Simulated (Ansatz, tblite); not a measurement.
Removing and adding an electron: Hf3O11H10, a hydroxylated oxide cluster. Charge 0, multiplicity 1. Geometry: r2SCAN-D4/def2-SVP. Ansatz, gas phase; energy differences of separate SCF runs; the oxidised species was run as a doublet alone; the reduced species was run as a doublet alone.

Cartesian coordinates in Å:
```
Hf 0.7691 -0.2892 -1.6510
Hf -0.9051 1.6227 0.3325
Hf 0.6281 -0.9536 1.5004
O -0.2736 -2.6229 1.9931
O 2.2757 0.0897 -2.8107
O 2.0326 -0.7743 2.8269
O 1.5310 -1.7894 -0.2909
O -0.7342 0.5730 2.2242
O -0.4334 1.5037 -1.7853
O -0.3844 -1.4805 -2.7573
O -0.4375 3.4118 0.9200
O 0.9891 0.6760 0.1909
O -2.8416 1.7091 0.0502
O -0.9779 -0.6324 -0.1141
H -0.9373 -3.3128 1.9549
H 3.0693 0.3632 -3.2693
H 2.7444 -0.7248 3.4635
H 1.4994 -2.7392 -0.4650
H -0.6189 1.0249 3.0697
H -1.1176 1.6442 -2.4528
H -0.2835 -1.8201 -3.6520
H -0.1051 4.2743 1.1656
H -3.7382 1.4235 -0.1299
H -1.7504 -1.1768 -0.3138
```

In the def2 sets Hf takes a core potential; there is no spin–orbit coupling. The xTB rows come from tblite. Single mean-field runs in def2-TZVP are fitted with def2-universal-jkfit. HOMO above LUMO, or a gap near zero within one spin, warns that the state may not be the lowest or that an electron is smeared out.

| level | −HOMO (eV) | vertical IE (eV) | −LUMO (eV) | vertical EA (eV) | HOMO–LUMO gap (eV) | IE − EA (eV) | remarks |
| --- | --- | --- | --- | --- | --- | --- | --- |
| GFN1-xTB | 11.01 | 13.74 | 7.47 | 5.15 | 3.53 | 8.59 | – |
| GFN2-xTB | 9.81 | 12.69 | 6.37 | 4.42 | 3.44 | 8.27 | – |
| PBE-D4/def2-TZVP | 6.36 | 8.51 | 0.79 | -0.65 | 5.57 | 9.17 | HOMO above zero (-1 doublet), gap within one spin near zero (+1 doublet) |
| PBE0-D4/def2-TZVP | 8.01 | 9.47 | 0.03 | -1.00 | 7.97 | 10.47 | HOMO above zero (-1 doublet) |
| ωB97X-V/def2-TZVP | 10.48 | 9.97 | -1.63 | -1.58 | 12.11 | 11.55 | HOMO above zero (-1 doublet) |

   A HOMO above zero means that the electron is unbound at that level or that self-interaction error raises the level; the energy of removing that electron tells which. Raw xTB energy differences between charge states are shifted by several eV; the methods need an empirical correction for them. Sets without diffuse functions give affinities that are too small. A negative affinity means that the extra electron isn't bound; its size then hangs on the basis.
